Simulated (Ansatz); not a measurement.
`N=C[SiH2]N` → `C=N` + `N[SiH]` at 298.15 K and 1 bar (silylene formation by 1,1-elimination).

Program: Ansatz. Geometries: PBE0-D4/def2-TZVP. ΔE: electronic, gas phase. CBS: MP2 limit from def2 TZ/QZ plus the TZ coupled-cluster correction, frozen cores. This one scheme is used for every species. One conformer a species, not always the lowest.

| species | CCSD(T)/CBS energy (Eh) | H − E (kJ/mol) | S (J/(mol·K)) |
| --- | --- | --- | --- |
| `N=C[SiH2]N` | -440.14310 | 213.4 | 327.2 |
| `C=N` | -94.52360 | 115.3 | 227.0 |
| `N[SiH]` | -345.56329 | 99.2 | 245.4 |

H − E and S are ideal-gas, rigid-rotor, harmonic terms from PBE0-D4/def2-TZVP, for one conformer and one mirror image of each species. 1 Eh = 2625.50 kJ/mol, R = 8.31446 J/(mol·K).

By hand: ΔE, ΔH, ΔS and ΔG.

ΔE = (-94.52360) + (-345.56329) − (-440.14310) = 0.05621 Eh = 147.6 kJ/mol. Δ(H − E) = 115.3 + 99.2 − 213.4 = 1.1, so ΔH = 148.7 kJ/mol. ΔS = 227.0 + 245.4 − 327.2 = 145.2 J/(mol·K). ΔG = 148.7 − 298.15 × (145.2)/1000 = 105.4 kJ/mol.

By hand: the equilibrium constant, and the temperature at which ΔG would vanish if ΔH and ΔS stayed fixed.

log₁₀ K = −ΔG/(RT ln 10) = -18.5. ΔG = 0 at ΔH/ΔS = 1024 K.

The number of gas molecules changes by +1, which sets the sign of ΔS. A doubt of 5 kJ/mol in ΔE shifts log₁₀ K by 0.9 here. Other conformers and mirror images would add mixing entropy, several J/(mol·K) or more a flexible species. These are equilibria of isolated gas molecules and say nothing of rates. Largest T1 diagnostic: 0.015 (customary marks: 0.02 for closed shells, 0.045 for open ones).
